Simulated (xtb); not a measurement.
AlF$_{4}$ (SMILES [F][Al-]([F])([F])[F]), charge -1, singlet, geometry from GFN2-xTB (such geometries of metal compounds can be far from the true shape). Base run: GFN0-xTB in xtb.

The xtb input:
```
$ xtb mol.xyz --gfn 0 --chrg -1 --json

# file mol.xyz
5

Al    -0.00000000     0.00000000    -0.00000000
F      1.58679882    -0.29963334    -0.47610446
F      0.00001338     0.79617763     1.48340395
F     -0.75975736     0.96255905    -1.15353150
F     -0.82705485    -1.45910335     0.14623202
```

Variants of this job, named by their change:

```json
[
 {"change": "base", "ΔE vs base (mEh)": "0.000", "HOMO-LUMO gap (eV)": "9.51"},
 {"change": "acc = 0.1", "ΔE vs base (mEh)": "0.000", "HOMO-LUMO gap (eV)": "9.51"},
 {"change": "acc = 30", "ΔE vs base (mEh)": "0.000", "HOMO-LUMO gap (eV)": "9.51"},
 {"change": "etemp = 1000", "ΔE vs base (mEh)": "0.000", "HOMO-LUMO gap (eV)": "9.51"},
 {"change": "etemp = 10", "ΔE vs base (mEh)": "0.000", "HOMO-LUMO gap (eV)": "9.51"}
]
```
